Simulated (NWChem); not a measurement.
System: CH₆ClNSi; SMILES [SiH](N)(C)Cl

Here is an NWChem input.

```
start job
memory heap 200 mb stack 900 mb global 1100 mb
geometry units angstroms noautoz
  Si    -0.049495    -0.374951     0.390088
  C      1.361382    -1.417030    -0.236312
  N     -1.546249    -1.063765    -0.099352
  Cl     0.263321     1.568115    -0.337416
  H     -0.082399    -0.240780     1.871389
  H      1.281299    -2.445175     0.148827
  H      1.359904    -1.454698    -1.336930
  H      2.325724    -0.994105     0.082394
  H     -1.677036    -1.337286    -1.067842
  H     -2.411000    -0.696893     0.284111
end
basis spherical
  * library def2-svp
end
dft
  xc xwpbe 1.00 cpbe96 1.0 hfexch 1.00
  cam 0.5 cam_alpha 0.0 cam_beta 1.0
  iterations 150
  vectors input atomic output neutral.movecs
end
task dft energy
charge 1
dft
  odft
  mult 2
  vectors input atomic output cation.movecs
end
task dft energy
```

NWChem printed, in part:

```
             Northwest Computational Chemistry Package (NWChem) 7.3.0
             --------------------------------------------------------

 C1  symmetry detected

                             Geometry "geometry" -> ""
                             -------------------------

 Output coordinates in angstroms (scale by  1.889725989 to convert to a.u.)

  No.       Tag          Charge          X              Y              Z
 ---- ---------------- ---------- -------------- -------------- --------------
    1 Si                  14.0000    -0.04955363    -0.39968343     0.39204158
    2 C                    6.0000     1.55223246    -1.10936947    -0.24002372
    3 N                    7.0000    -1.37550695    -1.26786523    -0.27308768
    4 Cl                  17.0000    -0.04416714     1.63999560    -0.10020007
    5 H                    1.0000    -0.18185501    -0.44747939     1.87310507
    6 H                    1.0000     1.63337945    -2.17431202     0.02669712
    7 H                    1.0000     1.61419723    -1.01750206    -1.33569785
    8 H                    1.0000     2.41000495    -0.57083196     0.18962530
    9 H                    1.0000    -1.40626674    -1.44405040    -1.27203937
   10 H                    1.0000    -2.30971372    -1.09890786     0.08488489

 Effective nuclear repulsion energy (a.u.)     220.6362835447

  pbe96 is a nonlocal functional; adding pw91lda local functional.

                                 NWChem DFT Module
                                 -----------------

 Summary of "ao basis" -> "ao basis" (spherical)
 ------------------------------------------------------------------------------
       Tag                 Description            Shells   Functions and Types
 ---------------- ------------------------------  ------  ---------------------
 Si                         def2-svp                 8       18   4s3p1d
 C                          def2-svp                 6       14   3s2p1d
 N                          def2-svp                 6       14   3s2p1d
 Cl                         def2-svp                 8       18   4s3p1d
 H                          def2-svp                 3        5   2s1p

            General Information
            -------------------
          SCF calculation type: DFT
          Wavefunction type:  closed shell.
          No. of atoms     :    10
          No. of electrons :    50
           Alpha electrons :    25
            Beta electrons :    25
          Charge           :     0
          Spin multiplicity:     1
          Use of symmetry is: off; symmetry adaption is: off
          Maximum number of iterations: 150
          AO basis - number of functions:    94
                     number of shells:    46
          Convergence on energy requested:  1.00D-06
          Convergence on density requested:  1.00D-05
          Convergence on gradient requested:  5.00D-04

              XC Information
              --------------
                     Hartree-Fock (Exact) Exchange  1.000
                     LC-wPBE(h)Exchange Functional  1.000
            Perdew 1991 LDA Correlation Functional  1.000 local
           PerdewBurkeErnz. Correlation Functional  1.000 non-local

           Range-Separation Parameters
           ---------------------------
           Alpha           :  0.00
           Beta            :  1.00
           Gamma           :  0.50
           Short-Range HF  :     F

             Grid Information
             ----------------
          Grid used for XC integration:  medium
          Radial quadrature: Mura-Knowles
          Angular quadrature: Lebedev.
          Tag              B.-S. Rad. Rad. Pts. Rad. Cut. Ang. Pts.
          ---              ---------- --------- --------- ---------
          Si                  1.10       88           8.0       590
          C                   0.70       49          11.0       434
          N                   0.65       49          10.0       434
          Cl                  1.00       88          11.0       590
          H                   0.35       45          12.0       434
          Grid pruning is: on
          Number of quadrature shells:   544
          Spatial weights used:  Erf1

      Superposition of Atomic Density Guess
      -------------------------------------

 Sum of atomic energies:        -842.92672970

      Non-variational initial energy
      ------------------------------

 Total energy =    -844.720493
 1-e energy   =   -1601.298319
 2-e energy   =     535.941542
 HOMO         =      -0.361028
 LUMO         =       0.078033

   convergence    iter        energy       DeltaE   RMS-Dens  Diis-err
 ---------------- ----- ----------------- --------- --------- ---------
 d= 0,ls=0.0,diis     1   -845.6162500356 -1.07D+03  6.72D-03  5.26D-01
 d= 0,ls=0.0,diis     2   -845.6586818158 -4.24D-02  2.43D-03  9.49D-02
 d= 0,ls=0.0,diis     3   -845.6684000762 -9.72D-03  6.89D-04  1.21D-02
 d= 0,ls=0.0,diis     4   -845.6697347316 -1.33D-03  1.94D-04  3.51D-04
 d= 0,ls=0.0,diis     5   -845.6697859811 -5.12D-05  7.29D-05  2.35D-05
  Resetting Diis
 d= 0,ls=0.0,diis     6   -845.6697909591 -4.98D-06  1.56D-05  5.05D-07
 d= 0,ls=0.0,diis     7   -845.6697911389 -1.80D-07  4.59D-06  4.69D-08

         Total DFT energy =     -845.669791138906
      One electron energy =    -1605.231249799681
           Coulomb energy =      602.453118832652
    Exchange-Corr. energy =      -63.527943716601
 Nuclear repulsion energy =      220.636283544723

 Numeric. integr. density =       49.999997325593

                       DFT Final Molecular Orbital Analysis
                       ------------------------------------

[...]
```

Level: LC-wPBE (HJS exchange hole, range parameter 0.5 per bohr)/def2-SVP, vertical spin-unrestricted ions. Coordinates come from a PBE0/def2-SVP optimisation.
